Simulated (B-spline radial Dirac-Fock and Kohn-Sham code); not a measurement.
# Two-hole binding energies of Ru²⁺

System: ruthenium as Ru²⁺ in the configuration [Kr] 4d6.

Method: multi-electron Dirac-Fock with separately optimised hole states, Breit and Lamb-shift corrections added in first order. Computed with an atomic code on a B-spline grid. U is the two-hole binding energy less the two single-hole energies, the effective repulsion of the holes after relaxation. Each two-hole energy is an average over J within one jj subconfiguration.

```csv
holes,E(a) (eV),E(b) (eV),E(ab) (eV),U (eV)
1s⁻¹ 2p1/2⁻¹,22148.3,2999.6,25336.2,188.3
1s⁻¹ 2p3/2⁻¹,22148.3,2870.6,25195.3,176.3
1s⁻¹ 3p1/2⁻¹,22148.3,517.4,22720.6,54.9
2s⁻¹ 2p3/2⁻¹,3261.8,2870.6,6232.2,99.8
2p1/2⁻²,2999.6,2999.6,6135.0,135.8
2p3/2⁻²,2870.6,2870.6,5864.5,123.3
2s⁻¹ 3p1/2⁻¹,3261.8,517.4,3825.9,46.7
2s⁻¹ 3p3/2⁻¹,3261.8,494.9,3802.4,45.6
2p1/2⁻¹ 3s⁻¹,2999.6,619.5,3665.1,45.9
2s⁻¹ 3d3/2⁻¹,3261.8,314.8,3625.0,48.4
2p3/2⁻¹ 3d3/2⁻¹,2870.6,314.8,3234.6,49.2
3p1/2⁻²,517.4,517.4,?,?
3p3/2⁻²,494.9,494.9,1026.1,36.3
3d3/2⁻¹ 3d5/2⁻¹,314.8,310.7,664.9,39.4
```

Question: Give the missing two-hole energy and U.

Answer: E(ab) = 1074.0 eV and U = 39.3 eV.
